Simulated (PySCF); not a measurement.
Compound: C3H8O3S.
Bonds: C1–C2, C2–C3, C3–S4, S4–O5 (double), S4–O6 (double), S4–O7. Hydrogens: H8, H9, H10 on C1; H11, H12 on C2; H13, H14 on C3; H15 on O7.

Jobs on this species (15 atoms, 66 electrons) with PySCF (density fitting). Hardware of each: one thread, Intel Xeon 6975P-C (x86_64), no GPU (shared host). The host was shared with other jobs, so the times are rough. Peak memory is the resident size of the whole Python process, interpreter and libraries included.

```json
{"level and settings": "KT3/pcSseg-2", "work": "shieldings", "basis functions": "371", "SCF cycles": "?", "wall time": "?", "peak memory": "?"}
{"level and settings": "B97-2/pcSseg-2", "work": "shieldings", "basis functions": "371", "SCF cycles": "14", "wall time": "55 s", "peak memory": "1.7 GiB"}
{"level and settings": "PBE0-D3(BJ)/def2-TZVP, grid level 2", "work": "geometry optimisation from a GFN2-xTB start shaken at random", "basis functions": "271", "SCF cycles": "86", "wall time": "5.1 min", "peak memory": "1.5 GiB"}
{"level and settings": "WP04/pcSseg-2, IEF-PCM chloroform", "work": "shieldings", "basis functions": "371", "SCF cycles": "15", "wall time": "56 s", "peak memory": "1.9 GiB"}
{"level and settings": "wB97X-D/pcSseg-2, IEF-PCM chloroform", "work": "shieldings", "basis functions": "371", "SCF cycles": "14", "wall time": "72 s", "peak memory": "2.0 GiB"}
{"level and settings": "wB97X-D/pcSseg-2", "work": "shieldings", "basis functions": "371", "SCF cycles": "14", "wall time": "70 s", "peak memory": "1.8 GiB"}
{"level and settings": "PBE0/pcSseg-2", "work": "shieldings, charges and field gradients", "basis functions": "371", "SCF cycles": "14", "wall time": "58 s", "peak memory": "1.6 GiB"}
```

**Question.** Fill in the missing figures.

**Answer.** 
- KT3/pcSseg-2; shieldings: 72 s, 1.4 GiB, 17 SCF cycles

**Question.** What do all jobs in the table cost together?

**Answer.** About 11 min; the longest takes about 44 % of that, and about 5.6 times as long as the shortest.
